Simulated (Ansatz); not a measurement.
The same atomization along the group O, S, Se.

Isolated molecules relaxed with PBE0-D4/def2-TZVP in Ansatz; ΔE leaves out vibrations. CCSD(T)/CBS is the MP2 limit (def2-TZVPP, def2-QZVPP) plus CCSD(T) − MP2 in def2-TZVPP, frozen cores. This one scheme is used for every species, atoms too. DFT in def2-TZVPP. Open shells (•) are unrestricted, without spin–orbit coupling. Spin–orbit coupling would lower the free atoms: a little for Al, C, Cl, O, S; clearly for Se. Bonds to Se are less sure, by a few kJ/mol each and by 10 to 20 or more in all where they break to atoms, as the def2 sets lack core-valence functions. Scalar relativity is left out up to krypton. Each species was taken in one conformer, which may not be the lowest.

```json
{"reaction": "`C[O][Al]([Cl])[Cl]` → Al• + C• + 2 Cl• + 3 H• + O•", "CCSD(T)/CBS(def2) (kJ/mol)": "2980"}
{"reaction": "`C[S][Al]([Cl])[Cl]` → Al• + C• + 2 Cl• + 3 H• + S•", "CCSD(T)/CBS(def2) (kJ/mol)": "?"}
{"reaction": "`C[Se][Al]([Cl])[Cl]` → Al• + C• + 2 Cl• + 3 H• + Se•", "CCSD(T)/CBS(def2) (kJ/mol)": "2738"}
```

(1) Fill in the missing values. (An estimate is asked.)

Largest T1 diagnostic: 0.018, for Al•.

## Answers

(1) Computed: `C[S][Al]([Cl])[Cl]` → Al• + C• + 2 Cl• + 3 H• + S•: +2794.2 kJ/mol.

For atomizations the MP2-based limit and the directly extrapolated one differ by several kJ/mol either way, and by 10 to 25 for some Ge, Se and Sn compounds, so smaller differences from it don't rank the levels.
